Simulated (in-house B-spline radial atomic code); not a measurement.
# KLI/ALDAx excitations of As⁵⁺

Method: KLI/ALDAx. Computed with a B-spline radial code for spherical atoms: linear response of the closed shell [Ar] 3d10 with the adiabatic LDA exchange kernel on the exchange-only KLI potential; non-relativistic, point nucleus, no spin-orbit coupling, no double excitations, S, P, D and F terms only. Only terms of natural parity with L up to 3 were computed.

Without relativity these are model numbers for so heavy an element.

Command:
```bash
python run_td.py task.json out
```
Settings (radii: box in bohr, nucleus in fm):
```
Z                        33
electrons                28
configuration            [Ar] 3d10
hamiltonian              nr
method                   kli
box_radius               16.35
intervals                75
```

Time taken, with all properties: 1.8 s on 1 thread of Arm Neoverse N1, with other jobs on the host.

The lowest states, in the order of their Tamm-Dancoff energies; the method's threshold (minus the highest occupied level) is 123.96 eV. Labels give the largest channel, * marks a mixed state, and oscillator strengths are full-response dipole values. Semilocal kernels can invert the small singlet-triplet splittings of Rydberg terms. Energies in eV:

| state | full response | Tamm-Dancoff | oscillator strength |
| --- | --- | --- | --- |
| 3d → 4s 3D | ? | ? | - |
| 3d → 4s 1D | 43.68 | 43.69 | - |
| 3d → 4p 3P | ? | ? | - |
| 3d → 4p 3F | 56.05 | 56.06 | - |
| 3d → 4p 1F | 56.63 | 56.63 | - |
| 3d → 4p 1P | 57.69 | 57.78 | 0.558 |
| 3d → 4d 3S | 75.15 | 75.20 | - |
| 3d → 4d 3D | 76.38 | 76.39 | - |
| 3d → 4d 1D | 77.11 | 77.13 | - |
| 3d → 4d 1S | 81.71 | 82.40 | - |

Q: Where does 3d → 4p 3P lie?

A: At 55.69 eV in full response, 55.72 eV in Tamm-Dancoff.

Q: Where does 3d → 4s 3D lie?

A: At 42.88 eV in full response, 42.90 eV in Tamm-Dancoff.

Q: How large is the singlet-triplet splitting of 3d → 4s (D terms) in Tamm-Dancoff?

A: 0.794 eV, from the unrounded values.

Q: What polarisabilities and dispersion coefficient does the method give?

A: Dipole 0.5031 bohr³, quadrupole 0.5487 bohr⁵, C6 0.8244 hartree·bohr⁶ for two such species.
